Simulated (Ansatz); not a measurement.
Conformers of `C[Se]B(O)O`, each relaxed with PBE0-D4/def2-TZVP in Ansatz. CBS adds the triple-zeta coupled-cluster correction to the MP2 limit.

Outer-core shells of Se are correlated without core-valence functions. Scalar relativity is left out up to krypton. Spin–orbit coupling is left out.

Not all of them had a frequency check.

Conformer A:

```xyz
10

C     1.623    0.166   -0.643
Se   -0.090    0.951   -1.151
B    -1.224    0.100    0.207
O    -0.766   -0.767    1.155
O    -2.542    0.417    0.170
H     1.900    0.460    0.369
H     2.365    0.562   -1.334
H     1.599   -0.919   -0.745
H     0.176   -0.939    1.114
H    -3.041   -0.031    0.859
```

Conformer B:

Cartesian coordinates in Å:
```
C -0.781 1.464 0.813
Se -0.799 0.644 -0.956
B 0.412 -0.853 -0.597
O 0.944 -0.992 0.645
O 0.735 -1.760 -1.564
H 0.232 1.765 1.067
H -1.160 0.759 1.548
H -1.430 2.336 0.760
H 1.521 -1.761 0.701
H 0.326 -1.602 -2.417
```

(1) Which is lowest in electronic energy at CCSD(T)/CBS (frozen core, def2 sets), and by how much? (Best estimate.)

(2) Give the energies relative to B (kJ/mol) with r2SCAN-D4/def2-TZVPP, PBE0-D4/def2-TZVPP, ωB97X-V/def2-TZVPP, ωB97M-V/def2-TZVPP, r2SCAN/def2-TZVPP, CCSD/def2-TZVPP, MP2/def2-QZVPP. (An estimate is asked.)

Results:

(1) Computed: B; A lies 4.6 kJ/mol higher.

(2) The calculation gave: 
```tsv
level	A
r2SCAN-D4/def2-TZVPP	4.3
PBE0-D4/def2-TZVPP	3.9
ωB97X-V/def2-TZVPP	4.4
ωB97M-V/def2-TZVPP	3.9
r2SCAN/def2-TZVPP	4.4
CCSD/def2-TZVPP	4.3
MP2/def2-QZVPP	4.7
```
